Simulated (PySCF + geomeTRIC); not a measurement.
Species: [Zr(formamidinato)(NH2)3] (charge 0, multiplicity 1).

### Question
Give a relaxed geometry from PySCF + geomeTRIC with BP86-D3(BJ)/def2-SVP.

### Answer
One answer among several that fit: the end point of this relaxation, one of several conformers.
Cartesian coordinates (Å) in one orientation:
```xyz
16

Zr    -0.015    -0.282     0.190
C      2.242     1.275     0.200
N      2.009     0.258     1.042
N      1.274     1.516    -0.669
H      3.189     1.868     0.237
H      2.727     0.051     1.737
H      1.434     2.281    -1.328
N      0.001    -1.686    -1.300
H     -0.627    -1.768    -2.109
H      0.700    -2.439    -1.363
N     -1.646     0.952    -0.033
H     -2.570     0.852     0.403
H     -1.597     1.868    -0.496
N     -0.608    -1.373     1.838
H     -0.876    -2.366     1.831
H     -0.643    -1.054     2.816
```
